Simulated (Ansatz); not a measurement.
B3H5Se, SMILES `BBB[SeH]`, relaxed with RKS PBE-D4/def2-SVP in Ansatz from a rough embedded geometry. The force threshold is 0.03 eV/Å; the program also tests the step.

The species carries charge 0 and has multiplicity 1.

Start:

```xyz
9

B    -0.727   -0.096   -1.418
B     0.540   -0.553   -0.567
B     0.608   -0.334    1.072
Se   -0.785    0.554    2.085
H    -0.811   -0.276   -2.619
H    -1.710    0.447   -0.923
H     1.473   -1.053   -1.137
H     1.647   -0.658    1.620
H    -0.234    1.970    1.888
```

(1) By how much does the energy fall, and how many steps does the optimiser take? (Estimate.)

(2) Which bonds change most? (An estimate is asked.)

(3) Give the relaxed structure. (An estimate is asked.)

## Answers

(1) The calculation gave: 65.46 kcal/mol, in 18 steps.

(2) The calculation gave: Se4–H9 from 1.532 to 1.488 Å; B1–B2 from 1.593 to 1.632 Å; B2–H7 from 1.202 to 1.227 Å; B3–Se4 from 1.939 to 1.923 Å.

(3) Computed: 
```xyz
9

B    -0.813   -0.454   -1.650
B     0.480   -0.072   -0.730
B     0.478   -0.012    0.929
Se   -0.024    1.555    1.925
H    -1.116   -1.596   -1.956
H    -1.548    0.431   -2.064
H     1.545    0.154   -1.294
H     0.801   -1.006    1.554
H     0.198    0.999    3.287
```
